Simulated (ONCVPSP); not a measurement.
## Before and after: ONCV potential for Ge

germanium (Ge), optimised norm-conserving Vanderbilt (ONCV), made with ONCVPSP 4.0.1 (PBEsol, non-relativistic). Core [Ar] 3d10, reference 4s2 4p1 (charge +1). Waves: 4s: rc 1.90 bohr, ncon 4, nbas 8, qcut 4.4 1/bohr, 2 projectors, debl 0.6 Ha; 4p: rc 2.10 bohr, ncon 4, nbas 7, qcut 4 1/bohr, 2 projectors, debl 1.3 Ha; d scattering state at 0.12 Ha: rc 1.90 bohr, ncon 4, nbas 9, qcut 5.7 1/bohr, 2 projectors, debl 3.1 Ha. Local part: polynomial inside 1.90 bohr (lpopt 3, dvloc0 4 Ha). Core correction: none.

In the s channel the program set the typed energies aside and used -0.717, 0.250 Ha.

Change: core correction Teter function, fcfact 5.5, rcfact 1.6.

Cutoffs: the cutoffs (Ha) at which the residual kinetic energy of the hardest occupied pseudo-wave falls to 1 and 0.1 mHa per electron; they do not see the model core or the augmentation charge, which bear on the density cutoff. Errors are all-electron minus pseudo energies relative to the spin-unpolarised reference configuration.

How do hardness, ghosts and transferability respond?

The potential gets neither clearly harder nor softer (8.1 Ha and 16 Ha → 8.1 Ha and 16 Ha); of the 4 tests that both files solve, the error grows in 4 and shrinks in 0 by more than 15 % and 0.3 meV (median size 7.0 → 73.7 meV); neither file shows a bound ghost. A model core, the more so a compact one, raises the density cutoff, which this test does not measure.

```csv
quantity,base,changed
"cutoff, loose",8.1 Ha,8.1 Ha
"cutoff, tight",16 Ha,16 Ha
bound ghosts,none,none
GHOST(+) flags under 300 eV,none,none
"error for 4s2 4p2, meV [ΔE -7.49 eV]",-5.0,-35
"error for 4s2 4p0, meV [ΔE 15.46 eV]",-9.0,-112
"error for 4s1 4p0, meV [ΔE 49.70 eV]",+43,-648
"error for 4s2 4p1.5, meV [ΔE -4.66 eV]",-1.7,-12
s: phases at 1.93 bohr within 0.05 rad from the reference energy up to (Ha; the scan ends near 5),3.2,3.2
p: phases at 2.13 bohr within 0.05 rad from the reference energy up to (Ha; the scan ends near 5),3.0,3.0
d: phases at 1.93 bohr within 0.05 rad from the reference energy up to (Ha; the scan ends near 5),4.2,4.2
```

Base: The cutoffs count occupied waves only; projector 2 of the d channel, the hardest unoccupied one, needs 110 Ha at the loose tolerance. Changed file: The cutoffs count occupied waves only; projector 2 of the d channel, the hardest unoccupied one, needs 110 Ha at the loose tolerance.
